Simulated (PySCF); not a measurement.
Molfile (atoms numbered from 1):
```
C9H10O
     RDKit          3D

 20 20  0  0  0  0  0  0  0  0999 V2000
   -3.4082   -0.1821    0.0408 C   0  0  0  0  0  0  0  0  0  0  0  0
   -1.9382   -0.5072    0.2700 C   0  0  0  0  0  0  0  0  0  0  0  0
   -1.0268    0.4710   -0.4439 C   0  0  0  0  0  0  0  0  0  0  0  0
   -1.4639    1.3845   -1.1075 O   0  0  0  0  0  0  0  0  0  0  0  0
    0.4391    0.2599   -0.2949 C   0  0  0  0  0  0  0  0  0  0  0  0
    1.0003   -0.7737    0.4537 C   0  0  0  0  0  0  0  0  0  0  0  0
    2.3744   -0.9023    0.5410 C   0  0  0  0  0  0  0  0  0  0  0  0
    3.2066   -0.0077   -0.1129 C   0  0  0  0  0  0  0  0  0  0  0  0
    2.6595    1.0237   -0.8588 C   0  0  0  0  0  0  0  0  0  0  0  0
    1.2879    1.1549   -0.9479 C   0  0  0  0  0  0  0  0  0  0  0  0
   -3.6314    0.8197    0.3989 H   0  0  0  0  0  0  0  0  0  0  0  0
   -3.6394   -0.2182   -1.0207 H   0  0  0  0  0  0  0  0  0  0  0  0
   -4.0417   -0.8940    0.5646 H   0  0  0  0  0  0  0  0  0  0  0  0
   -1.7078   -0.4757    1.3376 H   0  0  0  0  0  0  0  0  0  0  0  0
   -1.7145   -1.5133   -0.0927 H   0  0  0  0  0  0  0  0  0  0  0  0
    0.3741   -1.4830    0.9721 H   0  0  0  0  0  0  0  0  0  0  0  0
    2.8011   -1.7064    1.1227 H   0  0  0  0  0  0  0  0  0  0  0  0
    4.2789   -0.1157   -0.0399 H   0  0  0  0  0  0  0  0  0  0  0  0
    3.3029    1.7244   -1.3699 H   0  0  0  0  0  0  0  0  0  0  0  0
    0.8419    1.9520   -1.5239 H   0  0  0  0  0  0  0  0  0  0  0  0
  1  2  1  0
  2  3  1  0
  3  4  2  0
  3  5  1  0
  5  6  2  0
  6  7  1  0
  7  8  2  0
  8  9  1  0
  9 10  2  0
 10  5  1  0
  1 11  1  0
  1 12  1  0
  1 13  1  0
  2 14  1  0
  2 15  1  0
  6 16  1  0
  7 17  1  0
  8 18  1  0
  9 19  1  0
 10 20  1  0
M  END
```

In vacuum, a single conformation, fast rotation and ring inversion assumed for equivalent nuclei, non-relativistic Hamiltonian. Geometry from GFN2-xTB; shieldings: GIAO PBE0/pcSseg-1; PySCF 2.14.0 with density-fitted response routines.

Predict the 2D correlation tables (HSQC, COSY, HMBC).

## Answers



HSQC (one-bond C–H):
```tsv
δH	δC
8.48 (H16/H20)	134.7 (C6/C10)
7.82 (H18)	139.0 (C8)
7.77 (H17/H19)	133.8 (C7/C9)
3.00 (H14/H15)	35.1 (C2)
1.34 (H11/H12/H13)	9.9 (C1)
```

COSY cross peaks (H two or three bonds apart, from the bond graph; peaks can be absent where the dihedral angle is near 90°):
```tsv
δH	δH
8.48 (H16/H20)	7.77 (H17/H19)
7.82 (H18)	7.77 (H17/H19)
3.00 (H14/H15)	1.34 (H11/H12/H13)
```

HMBC (two and three bonds, from the bond graph):
```tsv
δH	δC
8.48 (H16/H20)	203.2 (C3), 140.4 (C5), 139.0 (C8), 134.7 (C6/C10), 133.8 (C7/C9)
7.82 (H18)	134.7 (C6/C10), 133.8 (C7/C9)
7.77 (H17/H19)	140.4 (C5), 139.0 (C8), 134.7 (C6/C10), 133.8 (C7/C9)
3.00 (H14/H15)	203.2 (C3), 140.4 (C5), 9.9 (C1)
1.34 (H11/H12/H13)	203.2 (C3), 35.1 (C2)
```

Shifts are taken against calculated references (same method and geometry level): TMS for ¹H, ¹³C.

Short H···H contacts in this conformer between protons four or more bonds apart (candidates for NOE cross peaks, intensity ∝ r⁻⁶): H14···H16 2.34 Å.

Shifts are as computed. Against solution values, carbons near 30 ppm lie about +3 ppm off and those near 130 ppm about +5 ppm. Of 1211 compounds with measured shifts, 218 miss one by over three times the rms of a fit or turn the order of signals round; such compounds aren't used in these exercises.
